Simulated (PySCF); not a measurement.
**Cl²⁺: excitation energy**

Cl²⁺ [Ne] 3s2 3p3 (4S) → Cl²⁺ [Ne] 3s1 3p3 4s1 (6S), as a difference of total energies. Calculation: PySCF 2.14, in aug-cc-pV(Q+d)Z with one added diffuse shell each of s, p, d, f, g type (8s7p6d4f3g, 114 functions); no relativity, point nucleus. Correlated levels: valence: [Ne] frozen. The calculations carry no spin-orbit coupling.

```csv
method,excitation energy (eV)
UHF,27.973
LDA,30.060
PBE,29.963
PBE0,29.909
r2SCAN,29.522
r2SCANh,29.532
B3LYP,30.439
MP2 (valence),29.725
SCS-MP2 (valence),30.364
```

Problem. How much does correlation contribute at MP2 (valence)?

Solution. 29.725 − (27.973) = 1.752 eV, measured against UHF.

The promoted electron is Rydberg-like, and one or two diffuse shells describe it only roughly, which tends to raise the upper state.
